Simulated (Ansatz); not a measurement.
Relaxation of the cluster H₆Au₄⁻ (charge -1, doublet) with UKS PBE-D4/def2-SVPD in Ansatz.

Positions (Å) and forces (eV/Å) at steps 31, 33, 34, 35, 37, 38, 39, 40, 42, 43, 46, 48 of 48:

```xyz
10
step=31 energy=-14879.7983 eV
Au   -0.968    0.937   -1.116   -0.004    0.003    0.002
Au    0.519   -0.929    0.261    0.023    0.002    0.012
Au    2.392   -2.512    1.597    0.010   -0.004    0.015
Au   -2.341    3.379   -1.440    0.002    0.013   -0.006
H     0.590   -2.510    1.140    0.003   -0.005    0.002
H    -1.089    2.296   -2.145   -0.001    0.008    0.008
H    -1.095   -0.638   -0.312   -0.007   -0.009    0.001
H     2.218   -0.910    0.688   -0.019    0.002   -0.016
H    -3.386    4.567   -1.103    0.005   -0.016   -0.005
H     3.160   -3.678    2.429   -0.013    0.006   -0.014
10
step=33 energy=-14879.7994 eV
Au   -0.936    0.982   -1.068   -0.010    0.004   -0.009
Au    0.539   -0.912    0.283    0.018    0.002    0.003
Au    2.394   -2.556    1.575    0.010   -0.013    0.005
Au   -2.377    3.374   -1.478    0.017    0.034    0.010
H     0.575   -2.478    1.184    0.010   -0.013    0.010
H    -1.027    2.344   -2.097   -0.036    0.024    0.021
H    -1.087   -0.575   -0.235    0.014   -0.007    0.011
H     2.253   -0.960    0.643   -0.032    0.003   -0.010
H    -3.485    4.522   -1.196    0.031   -0.058   -0.024
H     3.151   -3.742    2.390   -0.023    0.025   -0.017
10
step=34 energy=-14879.8001 eV
Au   -0.932    0.989   -1.055   -0.005    0.008   -0.007
Au    0.540   -0.913    0.285    0.001    0.011    0.008
Au    2.398   -2.560    1.566    0.002   -0.011    0.003
Au   -2.378    3.375   -1.482    0.006    0.025    0.000
H     0.575   -2.475    1.194    0.012   -0.012    0.008
H    -1.009    2.357   -2.079   -0.041    0.026    0.026
H    -1.089   -0.565   -0.216    0.021   -0.008    0.007
H     2.257   -0.966    0.631   -0.023   -0.004   -0.010
H    -3.506    4.510   -1.223    0.043   -0.057   -0.019
H     3.146   -3.752    2.381   -0.016    0.022   -0.015
10
step=35 energy=-14879.8009 eV
Au   -0.929    0.998   -1.033    0.004    0.013    0.001
Au    0.535   -0.916    0.294   -0.030    0.010   -0.018
Au    2.407   -2.561    1.549   -0.017    0.003    0.006
Au   -2.377    3.376   -1.490   -0.013    0.017   -0.006
H     0.578   -2.476    1.209    0.012   -0.006    0.005
H    -0.977    2.377   -2.043   -0.040    0.021    0.023
H    -1.097   -0.556   -0.192    0.024    0.000    0.008
H     2.256   -0.973    0.604    0.004   -0.012    0.004
H    -3.532    4.492   -1.267    0.051   -0.050   -0.014
H     3.136   -3.760    2.367    0.004    0.005   -0.009
10
step=37 energy=-14879.8022 eV
Au   -0.912    1.030   -0.984   -0.004    0.007   -0.003
Au    0.531   -0.920    0.308   -0.025    0.005   -0.010
Au    2.410   -2.580    1.530   -0.025    0.014   -0.028
Au   -2.387    3.378   -1.509   -0.028    0.014   -0.017
H     0.575   -2.477    1.235    0.013    0.011   -0.001
H    -0.931    2.423   -1.977   -0.022    0.011    0.022
H    -1.104   -0.522   -0.139    0.024    0.004    0.006
H     2.260   -1.008    0.561    0.001   -0.010    0.013
H    -3.587    4.456   -1.361    0.048   -0.037   -0.001
H     3.144   -3.780    2.337    0.017   -0.018    0.018
10
step=38 energy=-14879.8026 eV
Au   -0.894    1.072   -0.923   -0.009    0.008   -0.017
Au    0.528   -0.922    0.322    0.000   -0.007    0.013
Au    2.413   -2.617    1.493   -0.042    0.059   -0.004
Au   -2.407    3.373   -1.547   -0.032    0.048    0.008
H     0.572   -2.471    1.266    0.015    0.020   -0.015
H    -0.874    2.483   -1.892   -0.051    0.007    0.025
H    -1.109   -0.473   -0.066    0.032    0.008    0.001
H     2.266   -1.051    0.519   -0.024   -0.012   -0.009
H    -3.652    4.414   -1.476    0.086   -0.082   -0.014
H     3.157   -3.807    2.304    0.024   -0.050    0.010
10
step=39 energy=-14879.8033 eV
Au   -0.895    1.074   -0.924    0.003    0.010    0.004
Au    0.530   -0.917    0.325    0.018   -0.012    0.018
Au    2.410   -2.616    1.503   -0.025    0.013   -0.043
Au   -2.406    3.376   -1.544   -0.035    0.020   -0.014
H     0.571   -2.466    1.266    0.006    0.016   -0.004
H    -0.875    2.486   -1.888   -0.034    0.009    0.017
H    -1.106   -0.467   -0.060    0.017    0.004   -0.004
H     2.268   -1.059    0.516   -0.027    0.008    0.002
H    -3.658    4.406   -1.487    0.066   -0.050    0.000
H     3.160   -3.817    2.294    0.011   -0.019    0.025
10
step=40 energy=-14879.8043 eV
Au   -0.889    1.084   -0.912    0.000    0.003   -0.001
Au    0.540   -0.907    0.332    0.003   -0.002    0.003
Au    2.407   -2.627    1.492    0.001   -0.006    0.001
Au   -2.414    3.369   -1.554    0.002    0.000   -0.001
H     0.570   -2.454    1.272    0.001    0.002    0.000
H    -0.877    2.493   -1.879   -0.002    0.002    0.001
H    -1.096   -0.453   -0.044    0.003    0.000    0.002
H     2.273   -1.059    0.517   -0.005    0.001   -0.001
H    -3.666    4.391   -1.506   -0.003   -0.001   -0.002
H     3.151   -3.836    2.282   -0.002    0.000   -0.002
10
step=42 energy=-14879.8045 eV rejected
Au   -0.846    1.171   -0.799   -0.014    0.027   -0.017
Au    0.564   -0.875    0.379    0.005    0.000    0.003
Au    2.402   -2.697    1.431    0.009   -0.023    0.025
Au   -2.454    3.349   -1.621   -0.012    0.022   -0.004
H     0.565   -2.412    1.333    0.015   -0.003   -0.001
H    -0.809    2.597   -1.740   -0.075    0.025    0.014
H    -1.071   -0.340    0.108    0.029   -0.008    0.007
H     2.297   -1.123    0.460   -0.034   -0.002   -0.002
H    -3.785    4.274   -1.730    0.105   -0.077    0.007
H     3.137   -3.943    2.179   -0.028    0.040   -0.031
10
step=43 energy=-14879.8055 eV
Au   -0.861    1.140   -0.840   -0.001    0.002    0.001
Au    0.555   -0.885    0.364   -0.001    0.005   -0.004
Au    2.405   -2.671    1.452    0.007   -0.013    0.012
Au   -2.438    3.355   -1.597    0.001    0.005   -0.002
H     0.567   -2.428    1.310    0.004   -0.004    0.002
H    -0.833    2.559   -1.792   -0.017    0.011    0.001
H    -1.080   -0.379    0.055    0.007   -0.005    0.005
H     2.287   -1.098    0.482   -0.007    0.000   -0.001
H    -3.741    4.313   -1.648    0.018   -0.016   -0.001
H     3.140   -3.905    2.213   -0.010    0.014   -0.013
10
step=46 energy=-14879.8060 eV
Au   -0.843    1.180   -0.786    0.001   -0.005    0.000
Au    0.566   -0.866    0.389   -0.007    0.010   -0.003
Au    2.401   -2.699    1.421    0.000   -0.004    0.006
Au   -2.454    3.334   -1.631    0.018    0.024    0.012
H     0.566   -2.408    1.335    0.007   -0.006    0.003
H    -0.809    2.606   -1.727   -0.013    0.000   -0.005
H    -1.065   -0.323    0.134    0.005   -0.008    0.004
H     2.294   -1.119    0.460    0.000   -0.003   -0.001
H    -3.781    4.250   -1.750   -0.006   -0.013   -0.010
H     3.125   -3.955    2.156   -0.004    0.005   -0.005
10
step=48 energy=-14879.8062 eV
Au   -0.843    1.190   -0.770    0.005   -0.007    0.001
Au    0.567   -0.862    0.397   -0.004    0.001   -0.011
Au    2.401   -2.706    1.412   -0.003    0.005    0.008
Au   -2.451    3.337   -1.635    0.002   -0.007    0.002
H     0.567   -2.405    1.341    0.004   -0.005    0.003
H    -0.805    2.615   -1.713   -0.001    0.009   -0.001
H    -1.063   -0.314    0.151   -0.002    0.001    0.006
H     2.294   -1.124    0.452    0.003   -0.001    0.000
H    -3.790    4.232   -1.778   -0.004    0.007   -0.004
H     3.123   -3.963    2.143    0.000   -0.002   -0.005
```

In the def2 sets Au takes a core potential; there is no spin–orbit coupling. The structure comes from a short search, and lower isomers may exist.
